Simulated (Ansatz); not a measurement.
Abstraction of Cl: SiHCl3 + C2H5AlCl → SiHCl2 + C2H5AlCl2

Species: SiHCl3 (trichlorosilane) `Cl[SiH](Cl)Cl`, singlet; C2H5AlCl `C[CH2][Al][Cl]`, doublet; SiHCl2 `Cl[SiH]Cl`, doublet; C2H5AlCl2 (ethylaluminum dichloride) `C[CH2][Al]([Cl])[Cl]`, singlet. A radical takes Cl: the energy is the difference in strength between the Si–Cl bond broken and the Al–Cl bond made.

Shapes, held fixed at every level: PBE0-D4/def2-TZVP. Flexible molecules stand in one conformer, not always the lowest. Programs: Ansatz 0.2.0. Electronic energies: no zero-point or thermal term.

```tsv
level	kind	ΔE (kJ/mol)	less CCSD(T)/CBS estimate
MP2/def2-TZVPP	perturbation theory	-31.2	+2.8
HF/def2-SVP	Hartree–Fock	-51.6	-17.6
HF/def2-TZVPP	Hartree–Fock	-43.3	-9.3
SPW92/def2-TZVPP	LDA	-25.2	+8.8
PBE-D4/def2-TZVPP	GGA	-30.5	+3.5
wB97M-V/def2-TZVPP	range-separated hybrid	-34.7	-0.7
CCSD/def2-TZVPP	coupled cluster or CI	-37.8	-3.8
CCSD(T)/CBS estimate	coupled cluster or CI	-34.0	0.0
```

The highest level, CCSD(T)/CBS estimate, gives ΔE = -34.0 kJ/mol; the levels span -51.6 to -25.2. The column of differences is taken from that level and isn't an error. No measured value is set beside it here. Open shells run unrestricted. The CBS estimate extrapolates MP2 from def2-TZVPP and def2-QZVPP and adds CCSD(T) − MP2 in the triple-zeta set, cores frozen.
